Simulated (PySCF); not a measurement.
## A small calculation by hand: refractive index and permittivity of the vapour

GeH7NSi, SMILES [SiH3][NH][GeH3].

Geometry: B3LYP-D3(BJ)/def2-SVP. This is a generated structure with no PubChem entry under its InChIKey; it may be hypothetical.

r2SCAN/def2-TZVPD (PySCF) gives a mean static polarisability of 69.3 bohr³ and a dipole moment of 0.99 D. Take an ideal gas at 298.15 K and 1 bar, whether or not the substance is that volatile.

Work out n − 1 in the optical limit and the static ε − 1.


Polarisability volume α' = 69.3 × 0.148185 = 10.27 Å³. Number density N = p/kT = 2.43e-5 Å⁻³.
Dilute limit of Lorentz–Lorenz: n − 1 = 2π N α' = 0.0016.
Orientation term of Debye: μ²/(3kT) = 8.098 Å³ × μ²(D²) = 7.94 Å³.
ε − 1 = 4π N (α' + μ²/3kT) = 0.0056. Orientation of the dipole supplies 44 % of the static response; it can't follow optical fields. Vibrational polarisation and dispersion are left out.
